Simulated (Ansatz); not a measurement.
`[CH3][Ge]([NH2])([OH])[F]` + CH₃OH → `C[O][Ge]([CH3])([NH2])[F]` + H₂O  (ligand exchange at a Ge–O bond)

Isolated molecules relaxed with PBE0-D4/def2-TZVP in Ansatz; ΔE leaves out vibrations. CCSD(T)/CBS is the MP2 limit (def2-TZVPP, def2-QZVPP) plus CCSD(T) − MP2 in def2-TZVPP, frozen cores. This one scheme is used for every species. Functionals use def2-TZVPP. B3LYP here is the variant with VWN-RPA as its local correlation; programs differ in this. For Ge outer-core shells are correlated without core-valence functions, which leaves a few kJ/mol of doubt a bond. Scalar relativity is left out up to krypton. Each species was taken in one conformer, which may not be the lowest.

```
             level  ΔE (kJ/mol)  difference from CCSD(T)/CBS
            PBE-D4         -2.1                          2.7
         r2SCAN-D4         -1.7                          3.1
           PBE0-D4         -1.4                          3.4
          B3LYP-D4         -3.2                          1.6
           ωB97M-V         -1.6                          3.2
            B2PLYP         -0.3                          4.5
               PBE          1.9                          6.7
            r2SCAN         -0.3                          4.5
     HF/def2-TZVPP          4.6                          9.4
CCSD(T)/def2-TZVPP         -4.6                          0.2
     HF/def2-QZVPP          4.5                          9.3
    MP2/def2-QZVPP         -5.8                         -1.0
SCS-MP2/def2-QZVPP         -3.8                          1.0
      HF/CBS(def2)          4.5                          9.3
     MP2/CBS(def2)         -5.8                         -1.0
    CCSD/CBS(def2)         -3.3                          1.5
       CCSD(T)/CBS         -4.8                            0
```

Largest T1 diagnostic among the species: 0.011.

In def2-TZVPP, CCSD(T) changes the Hartree–Fock value by −9.2 kJ/mol (the triples alone add −1.5 kJ/mol) and MP2 by −10.2 kJ/mol. The D4 term adds −6.1 kJ/mol with B3LYP and −3.6 kJ/mol with PBE0; it sums over pairs of atoms, weighted by their polarisabilities, and B3LYP, whose exchange is more repulsive, gets the larger term.
